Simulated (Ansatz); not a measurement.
```yaml
crystal:
  periodic: [false, false, false]
  atoms:
    - {symbol: O, position_ang: [1.487619, 1.691729, -1.443258]}
    - {symbol: Al, position_ang: [0.481946, 0.652759, -0.579519]}
    - {symbol: O, position_ang: [1.159354, -0.321349, 0.594210]}
    - {symbol: Si, position_ang: [2.106376, -1.117844, 1.644933]}
    - {symbol: O, position_ang: [-1.164406, 0.590976, -0.883935]}
    - {symbol: Si, position_ang: [-2.732403, 0.172478, -0.797456]}
    - {symbol: H, position_ang: [1.157763, 2.271899, -2.127077]}
    - {symbol: H, position_ang: [1.316284, -2.172526, 2.333076]}
    - {symbol: H, position_ang: [2.644488, -0.179199, 2.665229]}
    - {symbol: H, position_ang: [3.244199, -1.759068, 0.933727]}
    - {symbol: H, position_ang: [-3.190000, -0.330033, -2.119843]}
    - {symbol: H, position_ang: [-2.943120, -0.893000, 0.219216]}
    - {symbol: H, position_ang: [-3.547800, 1.358580, -0.424604]}
basis:
  gaussian: {orbitals: cc-pVDZ, final_grid: {core_spheres: 1, valence_spheres: 1, degree: 1}}
hamiltonian: {xc: {name: r2SCAN}}
```

```sh
$ ansatz run in.yaml --threads 8 --pin off --events-out ev --progress --plain --max-ram 18278MiB
```

Shortened log:

```
Functional definition: r2SCAN
1540 factors; their error is unknown
mean field evaluation 1: about -28593.0350 eV, gradient 9.3e1 eV
mean field evaluation 2: about -28545.3586 eV, gradient 1.8e2 eV
mean field evaluation 4: about -28607.8922 eV, gradient 4.6e0 eV
mean field evaluation 8: about -28544.9380 eV, gradient 1.1e2 eV
mean field evaluation 16: about -28598.1457 eV, gradient 8.1e0 eV
mean field evaluation 32: about -28598.2445 eV, gradient 1.2e1 eV
mean field -28599.30999748 eV, -1051.0052570988 hartree, gradient 2.5e-5 eV, S^2 0.000000; 2 other end points of the search recorded, 0 dependent functions left out
reference -28599.31005138 eV, -1051.0052590797 hartree; 36, 36 occupied and 95, 95 virtual orbitals, 1540 factors
Total energy: -28599.31005138 eV, -1051.0052590797 hartree
```

Task: What is wrong with this run?

Result: The integration grid is far too coarse. The run converged. The result belongs to that input, not to the molecule as meant.
